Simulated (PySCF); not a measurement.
# What a mistake does to a calculation on BClFHSi

These are calculations, not measurements. The program is PySCF 2.14.0, an open-source quantum chemistry code, run on an isolated molecule that a program drew, which may never have been made. The molecule is BClFHSi (charge 0, singlet), drawn as the SMILES string `FB[Si]Cl`.

Each row is a Hartree-Fock (HF) and frozen-core CCSD(T) single point in the cc-pV(D+d)Z basis, meant for a local HF minimum. Run 1 is clean. Each other run has one planted mistake out of seven kinds, and not every kind appears here: one electron removed, one electron added, multiplicity raised by two, geometry at a saddle point, minimal basis STO-3G, one bond length entered in bohr, all coordinates scaled. The reference is restricted for singlets and unrestricted otherwise, and also for a bond in bohr. Adding or removing an electron swaps singlet and doublet. Electrons count all cores. HOMO and LUMO are orbital energies over both spins, the gradient is its largest component, and the lowest frequency (negative if imaginary) is given only where the gradient is small. Bond lengths are over the 4 bonds as drawn. T1 is the CCSD diagnostic: over 0.02 (restricted) or 0.045 (unrestricted) a single reference is doubtful.

Geometry of the clean run:
```xyz
5
BClFHSi, angstrom
F     1.4695    0.3485    2.7434
B     1.2291    1.1473    1.7026
Si   -0.7156    1.7719    1.3260
Cl   -0.3875    3.6383    2.2739
H     2.1784    1.4673    1.0356
```

| run | electrons | basis functions | <S^2> | HOMO (eV) | LUMO (eV) | gradient (hartree/bohr) | lowest frequency (cm^-1) | mean bond (Å) | longest bond (Å) | T1 | HF (hartree) | CCSD(T) (hartree) | mistake |
|---|---|---|---|---|---|---|---|---|---|---|---|---|---|
| 1 | 46 | 79 | 0.000 | -9.02 | 0.14 | 1.1e-05 | 73 | 1.6833 | 2.119 | 0.0166 | -873.18192 | -873.71245 | no fault |
| 2 | 46 | 29 | 0.000 | -6.54 | 4.68 | 2.8e-02 | - | 1.6833 | 2.119 | 0.0178 | -863.22123 | -863.34332 | minimal basis STO-3G |
| 3 | 47 | 79 | 0.773 | -1.32 | 7.23 | 3.9e-02 | - | 1.6833 | 2.119 | 0.0171 | -873.20314 | -873.73617 | one electron added |
| 4 | 46 | 79 | 2.016 | -8.27 | -0.28 | 2.1e-02 | - | 1.6833 | 2.119 | 0.0234 | -873.15589 | -873.66803 | multiplicity raised by two |
| 5 | 46 | 79 | 0.000 | -8.44 | 0.68 | 1.1e-01 | - | 1.5469 | 1.947 | 0.0147 | -873.14476 | -873.67124 | ? |
| 6 | 45 | 79 | 0.781 | -17.17 | -7.21 | 4.9e-02 | - | 1.6833 | 2.119 | 0.0273 | -872.88388 | -873.39803 | ? |

**Which mistake was planted in run 5, and what did it cost?**

The mean and the longest bond both change by the same factor, 0.919, and the gradient is no longer small. So the mistake is: all coordinates scaled. Subtracting run 1 and multiplying by 627.51 kcal/mol a hartree, the energy moved by 23.3 kcal/mol in HF and 25.9 kcal/mol in CCSD(T).

**Which mistake was planted in run 6, and what did it cost?**

It counts 45 electrons, one fewer than the clean run, at the same geometry and basis. So the mistake is: one electron removed. Subtracting run 1 and multiplying by 627.51 kcal/mol a hartree, the energy moved by 187.0 kcal/mol in HF and 197.3 kcal/mol in CCSD(T).

